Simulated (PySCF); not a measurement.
Identify the unknown among the candidates.

All candidates are C7H7F.

* Triplet: lowest triplet excitation (Tamm–Dancoff): 4.11 eV [TDA CAM-B3LYP/def2-SVPD]
* Polarisability: 79.1 au [CAM-B3LYP/def2-SVPD]
* UV, first state: lowest singlet excitation: 5.34 eV (232 nm, f = 0.021) [TDDFT CAM-B3LYP/def2-SVPD]
* UV, strongest line: among the 8 lowest singlet transitions: S4 at 7.09 eV (175 nm, f = 0.689) [TDDFT CAM-B3LYP/def2-SVPD]
* Dipole: 2.10 D [CAM-B3LYP/def2-SVPD]
* Rotational structure: rotational constants A, B, C: 5.566, 1.445, 1.156 GHz [GFN2-xTB]

Electronic properties: PySCF, gas phase, density fitting. Levels stand in brackets. Isolated species at its GFN2-xTB geometry, gas phase.

Task: Which candidate is it?
A. `C=C(F)C(=C)C#CC`
B. `Cc1ccc(F)cc1`
C. `C=CC#C/C=C/CF`

Result: B. It is `Cc1ccc(F)cc1`. Numbering: `[CH3:1][c:2]1[cH:3][cH:4][c:5]([F:6])[cH:7][cH:8]1`. Its formula, C7H7F, gives 4 degrees of unsaturation: 1 ring and 3 π bonds in the structure found (Kekulé form). The optimised geometry has point group Cs and is an asymmetric top.

The others, at the same levels:
- `C=C(F)C(=C)C#CC` fails: its computed lowest triplet excitation (Tamm–Dancoff) is 3.00 eV (against 4.11 eV), strongest line among the 8 lowest singlet transitions is S1/S2 at 5.34 eV (232 nm, f = 0.334 summed over these states) (against S4 at 7.09 eV) and static isotropic polarisability is 88.4 au (against 79.1 au).
- `C=CC#C/C=C/CF` fails: its computed lowest singlet excitation is 4.69 eV (265 nm, f = 0.608) (against 5.34 eV), lowest triplet excitation (Tamm–Dancoff) is 2.78 eV (against 4.11 eV) and static isotropic polarisability is 98.3 au (against 79.1 au).

Each candidate is one conformer, not necessarily the lowest. Dipoles, sizes and rotational constants follow the conformer. The torsions of the flexible species, by atom-mapped SMILES:
- `[CH2:1]=[C:2]([F:3])[C:4](=[CH2:5])[C:6]#[C:7][CH3:8]`: C1–C2–C4–C5 180°
- `[CH2:1]=[CH:2][C:3]#[C:4]/[CH:5]=[CH:6]/[CH2:7][F:8]`: C5–C6–C7–F8 141°
